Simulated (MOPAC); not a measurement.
MOPAC input (PM7):

```
PM7 1SCF CHARGE=-1 GEO-OK AUX(PRECISION=9) THREADS=1
C4H4N

C    -1.75773085 1   -0.10134345 1    0.05558461 1
C    -0.74252211 1   -1.22251470 1    0.05791304 1
C     0.56677545 1   -0.84964834 1    0.00782957 1
C     1.06008694 1    0.49517278 1   -0.04619186 1
N     1.44093606 1    1.59274886 1   -0.08962976 1
H    -1.37583168 1    0.93737169 1    0.01383326 1
H    -2.44356205 1   -0.23660060 1   -0.79067201 1
H    -2.39151303 1   -0.18586039 1    0.94776521 1
H     1.36469773 1   -1.59415053 1    0.00566966 1
```

Output:

```
 *******************************************************************************
 **                                                                           **
 **                              MOPAC v23.2.5                                **
 **                                                                           **
 *******************************************************************************
 ** MOPAC's Digital Object Identifier: https://doi.org/10.5281/zenodo.6511958 **
 **                                                                           **
 ** Please cite the open-source release paper for use of this MOPAC version:  **
 ** J. E. Moussa and J. J. P. Stewart (2026)                                  **
 ** MOPAC: An open-source semiempirical molecular orbital program             **
 ** J. Open Source Softw., 11(119), 8025, https://doi.org/10.21105/joss.08025 **
 *******************************************************************************

                              PM7 CALCULATION RESULTS

 *******************************************************************************
 *  PM7        - The PM7 Hamiltonian to be used
 *  GEO-OK     - OVERRIDE INTERATOMIC DISTANCE AND OTHER SAFETY CHECKS
 *
 *
 *
 *                 CHARGE ON SYSTEM = -1
 *
 *
 *
 *  1SCF       - DO 1 SCF AND THEN STOP
 *  AUX        - OUTPUT AUXILIARY INFORMATION
 *******************************************************************************
PM7 1SCF CHARGE=-1 GEO-OK AUX(PRECISION=9) THREADS=1
 C4H4N

   ATOM   CHEMICAL          X               Y               Z
  NUMBER   SYMBOL      (ANGSTROMS)     (ANGSTROMS)     (ANGSTROMS)

     1       C         -1.75773085  *  -0.10134345  *   0.05558461  *
     2       C         -0.74252211  *  -1.22251470  *   0.05791304  *
     3       C          0.56677545  *  -0.84964834  *   0.00782957  *
     4       C          1.06008694  *   0.49517278  *  -0.04619186  *
     5       N          1.44093606  *   1.59274886  *  -0.08962976  *
     6       H         -1.37583168  *   0.93737169  *   0.01383326  *
     7       H         -2.44356205  *  -0.23660060  *  -0.79067201  *
     8       H         -2.39151303  *  -0.18586039  *   0.94776521  *
     9       H          1.36469773  *  -1.59415053  *   0.00566966  *

          CARTESIAN COORDINATES

    NO.       ATOM           X           Y           Z

     1         C         -1.7577     -0.1013      0.0556
     2         C         -0.7425     -1.2225      0.0579
     3         C          0.5668     -0.8496      0.0078
     4         C          1.0601      0.4952     -0.0462
     5         N          1.4409      1.5927     -0.0896
     6         H         -1.3758      0.9374      0.0138
     7         H         -2.4436     -0.2366     -0.7907
     8         H         -2.3915     -0.1859      0.9478
     9         H          1.3647     -1.5942      0.0057

 General Reference for PM7:
 "Optimization of Parameters for Semiempirical Methods VI: More Modifications to the
 NDDO Approximations and Re-optimization of Parameters", J. J. P. Stewart, J. Mol. Mod., 1:32, 19 (2013)
 https://link.springer.com/article/10.1007/s00894-012-1667-x

           Empirical Formula: C4 H4 N  =     9 atoms

      MOLECULAR POINT GROUP   :   Cs

      RHF CALCULATION, NO. OF DOUBLY OCCUPIED LEVELS = 13

 -------------------------------------------------------------------------------
 PM7 1SCF CHARGE=-1 GEO-OK AUX(PRECISION=9) THREADS=1
 C4H4N

     1SCF WAS SPECIFIED, SO BFGS WAS NOT USED
     SCF FIELD WAS ACHIEVED

                              PM7 CALCULATION
                                                       MOPAC v23.2.5 Linux

          FINAL HEAT OF FORMATION =         47.12527 KCAL/MOL =     197.17211 KJ/MOL

          COSMO AREA              =        113.39 SQUARE ANGSTROMS
          COSMO VOLUME            =         98.58 CUBIC ANGSTROMS

          IONIZATION POTENTIAL    =          3.026247 EV
          HOMO LUMO ENERGIES (EV) =         -3.026  6.248
          NO. OF FILLED LEVELS    =         13
          MOLECULAR WEIGHT        =         66.0823         POINT GROUP:  Cs

          MOLECULAR DIMENSIONS (Angstroms)

            Atom       Atom       Distance
            H     7    N     5     4.35055
            H     9    H     6     3.46577
            N     5    H     8     1.69916

          SCF CALCULATIONS        =          1

   ATOM   CHEMICAL          X               Y               Z
  NUMBER   SYMBOL      (ANGSTROMS)     (ANGSTROMS)     (ANGSTROMS)

     1       C         -1.75773085  *  -0.10134345  *   0.05558461  *
     2       C         -0.74252211  *  -1.22251470  *   0.05791304  *
     3       C          0.56677545  *  -0.84964834  *   0.00782957  *
     4       C          1.06008694  *   0.49517278  *  -0.04619186  *
     5       N          1.44093606  *   1.59274886  *  -0.08962976  *
     6       H         -1.37583168  *   0.93737169  *   0.01383326  *
     7       H         -2.44356205  *  -0.23660060  *  -0.79067201  *
     8       H         -2.39151303  *  -0.18586039  *   0.94776521  *
     9       H          1.36469773  *  -1.59415053  *   0.00566966  *

                             CARTESIAN COORDINATES

   1    C       -1.757730850    -0.101343450     0.055584610
   2    C       -0.742522110    -1.222514700     0.057913040
   3    C        0.566775450    -0.849648340     0.007829570
   4    C        1.060086940     0.495172780    -0.046191860
   5    N        1.440936060     1.592748860    -0.089629760
   6    H       -1.375831680     0.937371690     0.013833260
   7    H       -2.443562050    -0.236600600    -0.790672010
   8    H       -2.391513030    -0.185860390     0.947765210
   9    H        1.364697730    -1.594150530     0.005669660

           Empirical Formula: C4 H4 N  =     9 atoms

      MOLECULAR POINT GROUP   :   Cs

                  EIGENVALUES
 -29.96510 -21.72781 -18.88836 -14.07088 -11.37261  -9.87487  -9.43765  -8.69080
  -8.41600  -8.07752  -6.64770  -4.11415  -3.02625   6.24806   6.55184   7.84953
   9.19495  10.15205  10.23387  10.43530  11.05711  11.50871  11.85787  12.60427

              NET ATOMIC CHARGES AND DIPOLE CONTRIBUTIONS

  ATOM NO.   TYPE          CHARGE      No. of ELECS.   s-Pop       p-Pop
    1          C          -0.528677        4.5287     1.06487     3.46381
    2          C          -0.110481        4.1105     1.44453     2.66595
    3          C          -0.555896        4.5559     1.05751     3.49838
    4          C           0.247273        3.7527     1.14885     2.60387
    5          N          -0.548427        5.5484     1.83813     3.71029
    6          H           0.115497        0.8845     0.88450
    7          H           0.122645        0.8774     0.87735
    8          H           0.122645        0.8774     0.87735
    9          H           0.135421        0.8646     0.86458
 DIPOLE           X         Y         Z       TOTAL
 POINT-CHG.    -1.567    -1.121     0.080     1.928
 HYBRID         0.451     1.931    -0.070     1.984
 SUM           -1.115     0.810     0.010     1.378

          ATOMIC ORBITAL ELECTRON POPULATIONS

     Atom    s        px        py        pz
    1  C   1.06487   1.17832   1.14541   1.14008
    2  C   1.44453   0.90251   1.29792   0.46552
    3  C   1.05751   1.10339   0.93405   1.46094
    4  C   1.14885   0.84094   0.92315   0.83978
    5  N   1.83813   1.20812   1.23858   1.26359
    6  H   0.88450
    7  H   0.87735
    8  H   0.87735
    9  H   0.86458

 **********************
 *                    *
 * JOB ENDED NORMALLY *
 *                    *
 **********************

 == MOPAC DONE ==
```

The dipole moment of an ion depends on the origin.

The geometry given is a B3LYP-D3(BJ)/def2-TZVP minimum.
